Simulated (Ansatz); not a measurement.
One change: `S=[CH][GeH3]` becomes `BC=S`.

Ansatz, PBE0-D4/def2-TZVP geometries, multiplicity 1.  `BC=S` holds a close contact that its SMILES doesn't draw: S···B 2.17 Å.

Scalar relativity is left out up to krypton.

```json
{"property": "HOMO–LUMO gap (B3LYP/def2-TZVPP) / eV", "`S=[CH][GeH3]`": "3.35"}
{"property": "HOMO–LUMO gap (ωB97M-V/def2-TZVPP) / eV", "`S=[CH][GeH3]`": "8.12"}
{"property": "zero-point energy (PBE0-D4/def2-TZVP) / kJ/mol", "`S=[CH][GeH3]`": "102.5"}
{"property": "HOMO energy (B3LYP/def2-TZVPP) / eV", "`S=[CH][GeH3]`": "-6.20"}
{"property": "LUMO energy (PBE/def2-TZVPP) / eV", "`S=[CH][GeH3]`": "-3.61"}
{"property": "size of the dipole moment (B3LYP/def2-TZVPP) / D", "`S=[CH][GeH3]`": "1.58"}
```

Task: Give the same properties after the change, and the shifts. (Best estimate.)

Result: The calculation gave: 
| property | `BC=S` | shift |
| --- | --- | --- |
| HOMO–LUMO gap (B3LYP/def2-TZVPP) / eV | 4.32 | 0.97 |
| HOMO–LUMO gap (ωB97M-V/def2-TZVPP) / eV | 9.08 | 0.96 |
| zero-point energy (PBE0-D4/def2-TZVP) / kJ/mol | 96.1 | -6.4 |
| HOMO energy (B3LYP/def2-TZVPP) / eV | -7.39 | -1.19 |
| LUMO energy (PBE/def2-TZVPP) / eV | -3.83 | -0.22 |
| size of the dipole moment (B3LYP/def2-TZVPP) / D | 1.70 | 0.12 |

With PBE0 the HOMO falls by 1.21 eV and the LUMO falls by 0.21 eV, so the gap widens by about 1.00 eV. PBE moves the HOMO by -1.26 eV and ωB97M-V by -1.16 eV. The zero-point energy changes by -6.4 kJ/mol with -3 modes. Dipoles are sizes alone; their direction can turn.

B3LYP here is the variant with VWN-RPA as its local correlation; programs differ in this.
